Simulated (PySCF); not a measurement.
# InF(OH): from structure and modes to constants

Computed with PySCF, UPBE0, basis In def2-TZVP with ECP28, F def2-TZVP, O def2-TZVP, H def2-TZVP (scalar-relativistic core potentials, no spin–orbit coupling, density fitting).

The doublet minimum has Cs symmetry. Masses (u): In 114.90388, F 18.99840, O 15.99492, H 1.00782.

```xyz
4
charge 0 multiplicity 2, angstrom
In   -0.0372    0.0913   -0.2402
F     1.6875   -0.4903    0.4884
O    -1.5866   -0.0596    1.0244
H    -2.4128    0.2352    0.6291
```

Harmonic wavenumbers (cm⁻¹): 128.2 (a', ×1), 262.1 (a'', ×1), 534.9 (a', ×1), 566.0 (a', ×1), 773.0 (a', ×1), 3868.0 (a', ×1).

(1) What is the harmonic zero-point energy?

(2) Give the standard entropy (298.15 K, 1 bar) by its translational, rotational, vibrational and spin parts, and Cp.

## Answers

(1) Half the sum of all 6 wavenumbers, 6132/2 = 3066 cm⁻¹, which is 36.7 kJ/mol (1 cm⁻¹ = 0.0119627 kJ/mol).

(2) Sackur–Tetrode with M = 150.91 u gives 171.4; rotation with symmetry number 1 gives 102.4; vibration 24.8; spin R ln 2 = 5.8. The total is 304.4 J/(mol K), and Cp = 4 R + 27.8 = 61.0 J/(mol K).

This need not be the most stable arrangement of these atoms. No spin–orbit coupling is included, which matters more the heavier the element.
